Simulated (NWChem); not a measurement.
System meant: B$_{3}$H$_{2}$O$_{3}$, doublet; SMILES [B]1OBOBO1

The following NWChem deck was run.

```
start job
memory heap 200 mb stack 900 mb global 1100 mb
geometry units angstroms noautoz
  B      0.000000     0.000000     1.435492
  O     -1.198753     0.000000     0.765041
  B     -1.202648     0.000000    -0.623431
  O      0.000000     0.000000    -1.302969
  B      1.202648     0.000000    -0.623431
  O      1.198753     0.000000     0.765041
  H     -2.249138     0.000000    -1.228412
  H      2.249138     0.000000    -1.228412
end
basis spherical
  * library def2-svp
end
dft
  odft
  mult 3
  xc xpbe96 cpbe96
  iterations 150
  mulliken
end
task dft energy
```

End of the output:

```
 Summary of "ao basis" -> "" (spherical)
 ------------------------------------------------------------------------------
       Tag                 Description            Shells   Functions and Types
 ---------------- ------------------------------  ------  ---------------------
 *                          def2-svp                  on all atoms

  pbe96 is a nonlocal functional; adding pw91lda local functional.

                                 NWChem DFT Module
                                 -----------------

 Summary of "ao basis" -> "ao basis" (spherical)
 ------------------------------------------------------------------------------
       Tag                 Description            Shells   Functions and Types
 ---------------- ------------------------------  ------  ---------------------
 B                          def2-svp                 6       14   3s2p1d
 O                          def2-svp                 6       14   3s2p1d
 H                          def2-svp                 3        5   2s1p

 Summary of "ao basis" -> "ao basis" (spherical)
 ------------------------------------------------------------------------------
       Tag                 Description            Shells   Functions and Types
 ---------------- ------------------------------  ------  ---------------------
 B                          def2-svp                 6       14   3s2p1d
 O                          def2-svp                 6       14   3s2p1d
 H                          def2-svp                 3        5   2s1p

      Symmetry analysis of basis
      --------------------------

        a1         38
        a2         11
        b1         30
        b2         15

  number of electrons :                   41
  multiplicity        :                    3
 ------------------------------------------------------------------------
  no. of electrons and multiplicity not compatible                  41
 ------------------------------------------------------------------------
 ------------------------------------------------------------------------
  current input line :
    23: task dft energy
 ------------------------------------------------------------------------
 ------------------------------------------------------------------------
 There is an error in the input file
 ------------------------------------------------------------------------
 For more information see the NWChem manual at https://nwchemgit.github.io

0: no. of electrons and multiplicity not compatible:Received an Error in Communication
```

Can this run be used? If not, why, and what is the fix?

The program refused the input. Cause: the multiplicity doesn't fit the number of electrons (an even count wants an odd multiplicity, and the reverse). This input runs:
```
start job
memory heap 200 mb stack 900 mb global 1100 mb
geometry units angstroms noautoz
  B      0.000000     0.000000     1.435492
  O     -1.198753     0.000000     0.765041
  B     -1.202648     0.000000    -0.623431
  O      0.000000     0.000000    -1.302969
  B      1.202648     0.000000    -0.623431
  O      1.198753     0.000000     0.765041
  H     -2.249138     0.000000    -1.228412
  H      2.249138     0.000000    -1.228412
end
basis spherical
  * library def2-svp
end
dft
  odft
  mult 2
  xc xpbe96 cpbe96
  iterations 150
  mulliken
end
task dft energy
```
It converges to -301.04437 Ha (PBE/def2-SVP, spin-unrestricted).
